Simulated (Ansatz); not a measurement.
System: sum formula GeIF₃, net charge 0, singlet state. 
Structure (B3LYP-D3(BJ)/def2-TZVP (Ansatz, a quantum-chemistry and plane-wave program) minimum search):
```xyz
5

F     -1.6032    -1.3011    -1.0097
Ge    -1.0070    -0.0075    -0.0520
F     -1.6376     1.4337    -0.7387
F     -1.7408    -0.1696     1.4912
I      1.4539     0.0108     0.0751
```
Charge 0, spin multiplicity 1.

Wanted: vertical triplet-singlet gap (E(triplet) - E(singlet); each state is the SCF solution reached for its spin; the molecule has degenerate orbitals, so one determinant may break the symmetry), in eV. Valence correlation only, unless marked. UHF or UKS for open shells. Spin-orbit coupling is left out. The frozen core is the preceding noble-gas configuration, with the filled d and f shells of earlier blocks. Past Kr the def2 sets carry scalar-relativistic core potentials. Basis-set limits of correlation are two-point, X^-3; Hartree-Fock from the larger set.

```csv
level,program,vertical triplet-singlet gap (eV)
HF/def2-TZVPPD,Ansatz,4.63
```

### Question
Estimate the value at CCSD(T)/CBS(def2-TZVPPD,def2-QZVPPD) as computed with Ansatz.

### Answer
5.03 eV
